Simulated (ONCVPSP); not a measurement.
**Configuration tests for manganese (ONCV)**

* Element: Mn
* Generator: ONCVPSP 4.0.1
* Type: optimised norm-conserving Vanderbilt (ONCV)
* Functional: PBEsol
* Relativity: scalar-relativistic
* Frozen core: [Ne]
* Valence charge: 15
* Reference configuration: 3s2 3p6 3d5 4s2
* Partial waves: 3s+4s: rc 1.20 bohr, ncon 4, nbas 7, qcut 11.9 1/bohr, 3 projectors, debl 0.3 Ha; 3p: rc 1.15 bohr, ncon 4, nbas 7, qcut 14.8 1/bohr, 3 projectors, debl 3.5 Ha; 3d: rc 1.15 bohr, ncon 4, nbas 9, qcut 15.1 1/bohr, local
* Local potential: the d channel
* Core correction: none

Energies are relative to the spin-unpolarised reference configuration 3s2 3p6 3d5 4s2; without spin polarisation the order of configurations can differ from experiment.

| valence configuration | charge | ΔE all-electron (eV) | error AE − PS (meV) |
| --- | --- | --- | --- |
| 3s2 3p6 3d5 4s1 | +1 | 8.433 | -0.3 |
| 3s2 3p6 3d4 4s0 | +3 | 56.425 | -9.6 |
| 3s2 3p6 3d4 4s2 4p1 | 0 | 7.828 | +2.8 |

Question: What are ΔE and the potential's error for 3s2 3p6 3d5 4s0?

Answer: ΔE = 23.945 eV all-electron; the error (AE − PS) is +0.1 meV.

Levels in the configuration 3s2 3p6 3d4 4s0:

```json
{"level": "3s", "all-electron (eV)": "-121.549", "pseudo (eV)": "-121.591"}
{"level": "3p", "all-electron (eV)": "-90.138", "pseudo (eV)": "-90.172"}
{"level": "3d", "all-electron (eV)": "-41.163", "pseudo (eV)": "-41.170"}
```
